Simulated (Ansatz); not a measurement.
Gas-phase reaction (SMILES): C[C@@H]1CC[C@H](C)C1 -> C[C@@H]1[CH][C@H](C)CC1 + H atom; the C-H bond at the site shown breaks (other sites are not compared here).

Each molecule is optimised on its own at B3LYP-D3(BJ)/def2-TZVP (Ansatz, a quantum-chemistry and plane-wave program), one conformer each, not searched for the lowest. Correlated levels leave the core frozen unless marked. UHF or UKS for open shells. Spin-orbit coupling is left out. No relativistic terms. CBS(X,Y): correlation extrapolated as X^-3; Hartree-Fock from the larger set. The bracket is a focal-point correction in the basis named. Thermal terms are rigid-rotor harmonic-oscillator values from B3LYP-D3(BJ) frequencies (Ansatz) at 298.15 K and 1 atm. 1 Eh = 627.5095 kcal/mol. Atoms have translation alone.

```tsv
species	E, RI-MP2/CBS(cc-pVTZ,cc-pVQZ)+[CCSD(T)-MP2]/cc-pVTZ (Ansatz) (Eh)	E, B3LYP-D3(BJ)/def2-TZVPD (Ansatz + dftd3) (Eh)	H - E (Eh)
C[C@@H]1CC[C@H](C)C1	-274.81419	-275.32128	0.20500
C[C@@H]1[CH][C@H](C)CC1	-274.14605	-274.65662	0.19068
H atom	-0.49995	-0.50215	0.00236
```

**Question.** Work out ΔE and ΔH at 298.15 K at the first level, then ΔH at the second.

**Answer.** 
1. ΔE = [(-274.14605) + (-0.49995)] - [(-274.81419)] = 0.16819 Eh = 105.5 kcal/mol at RI-MP2/CBS(cc-pVTZ,cc-pVQZ)+[CCSD(T)-MP2]/cc-pVTZ.
2. The terms H - E add up to -0.01196 Eh, so ΔH = (0.16819 + (-0.01196))×627.5095 = 98.0 kcal/mol.
3. At B3LYP-D3(BJ)/def2-TZVPD the same steps give ΔE = 102.0 and ΔH = 94.5 kcal/mol, a shift of -3.5 from the first level.
4. These values are not checked against measurement here, since the tables used lack a sound gas-phase enthalpy of formation for at least one species.
